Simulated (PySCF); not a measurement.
A side-by-side comparison of computed properties.

First species: C9H14Si.
SMILES: `C=C(C)C1=C[SiH2][C@H]2C[C@@H]1C2`

Second species: C₆H₉F.
Cartesian coordinates in Å at the GFN2-xTB level; atoms count from 1:
```
atom  x, y, z in Å
C1     1.979    0.239   -0.203
C2     0.567   -0.243   -0.521
C3    -0.358    0.877   -0.910
C4    -1.498    0.788   -0.250
F5    -2.551    1.614   -0.374
C6    -1.586   -0.380    0.680
C7    -0.135   -0.885    0.699
H8     2.441    0.673   -1.086
H9     1.953    0.994    0.580
H10    2.595   -0.591    0.135
H11    0.626   -0.961   -1.348
H12   -0.095    1.619   -1.641
H13   -2.275   -1.127    0.277
H14   -1.949   -0.089    1.666
H15    0.359   -0.548    1.611
H16   -0.080   -1.971    0.671
```

Levels: PBE0/pcSseg-1 for HOMO energy, LUMO energy and HOMO–LUMO gap. Geometries: GFN2-xTB. All species are isolated and taken at one optimised geometry, non-relativistic unless stated; the electronic structure was computed with PySCF and density fitting.

```tsv
property	column X	column Y
HOMO energy	-6.89 eV	-6.64 eV
LUMO energy	0.77 eV	-0.86 eV
HOMO–LUMO gap	7.66 eV	5.78 eV
```

(1) Which column belongs to which species?

(2) How does each property change from the first species to the second?

Results:

(1) Column X is the second species and column Y the first. The first has 24 atoms and 82 electrons, the second 16 and 54.

(2) HOMO energy -0.25 eV; LUMO energy +1.63 eV; HOMO–LUMO gap +1.88 eV.

One conformer stands for the species.
